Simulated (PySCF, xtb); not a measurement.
In(Me)2(Et) (C4H11In), SMILES C[CH2][In]([CH3])[CH3].

GFN2-xTB in xtb at its own geometry gives an orbital gap of 3.39 eV and a dipole moment of 0.16 D.

Geometry optimised at PBE0-D3(BJ)/def2-SVP. The isomer is the one that the SMILES or the coordinates give; other isomers of the formula were not compared. The def2 effective core potentials stand for the cores of In; spin–orbit coupling is left out. Other conformers were not sampled.

What does ωB97X/def2-TZVP in PySCF give? (The exact figures need the calculation; the answer reports its results.)

gap 9.69 eV (levels -8.87 and 0.82 eV), dipole 0.17 D.
